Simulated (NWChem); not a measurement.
Species: GeH$_{2}$S, singlet; SMILES [SH][GeH]

All runs: NWChem. Pople sets run with spherical d functions. Low-valent species are run as closed-shell singlets; no triplet was tried in these runs. Geometry: optimised at B3LYP/6-31G* (spherical d). Vertical excitations in the gas phase; the lowest state need not have the same character in each row.

```json
[
 {"level": "PBE/6-31G*, TDA", "lowest excitation, singlet (eV)": "3.19", "oscillator strength of that lowest state": "0.017", "lowest state with f > 0.02, singlet (eV)": "4.53", "oscillator strength of that bright state": "0.049", "orbital gap (eV)": "2.62"},
 {"level": "B3LYP/6-31G*, TDA", "lowest excitation, singlet (eV)": "3.24", "oscillator strength of that lowest state": "0.020", "lowest state with f > 0.02, singlet (eV)": "3.24", "oscillator strength of that bright state": "0.020", "orbital gap (eV)": "4.03"},
 {"level": "BHandHLYP/6-31G*, TDA", "lowest excitation, singlet (eV)": "[?]", "oscillator strength of that lowest state": "0.027", "lowest state with f > 0.02, singlet (eV)": "[?]", "oscillator strength of that bright state": "0.027", "orbital gap (eV)": "[?]"},
 {"level": "LRC-wPBEh/6-31G*, TDA", "lowest excitation, singlet (eV)": "3.23", "oscillator strength of that lowest state": "0.024", "lowest state with f > 0.02, singlet (eV)": "3.23", "oscillator strength of that bright state": "0.024", "orbital gap (eV)": "7.85"}
]
```

Task: Complete the blanks.

Result: 
- BHandHLYP/6-31G*, TDA, lowest excitation, singlet (eV): 3.31
- BHandHLYP/6-31G*, TDA, lowest state with f > 0.02, singlet (eV): 3.31
- BHandHLYP/6-31G*, TDA, orbital gap (eV): 6.17
